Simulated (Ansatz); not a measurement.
HISn (SMILES [SnH][I]) moved off its minimum; all values from Ansatz (a quantum-chemistry and plane-wave program), cores frozen in correlated methods. Elements past Kr take the def2 small-core potentials, without spin–orbit coupling.
(charge 0, multiplicity 1)
```xyz
3

Sn     0.47379     0.90742     0.97811
H      0.72298     2.18971    -0.25509
I     -0.42232    -0.90395    -0.89494
```

### Question
Give the forces (eV/Å), the total energy and the dipole at CCSD(T)/def2-TZVPPD.

### Answer

```json
[
 {"atom": "Sn1", "Fx": "0.018", "Fy": "0.102", "Fz": "-0.113"},
 {"atom": "H2", "Fx": "-0.016", "Fy": "-0.095", "Fz": "0.108"},
 {"atom": "I3", "Fx": "-0.002", "Fy": "-0.007", "Fz": "0.005"}
]
```
Energy -510.8963 hartree, dipole 2.43 D.
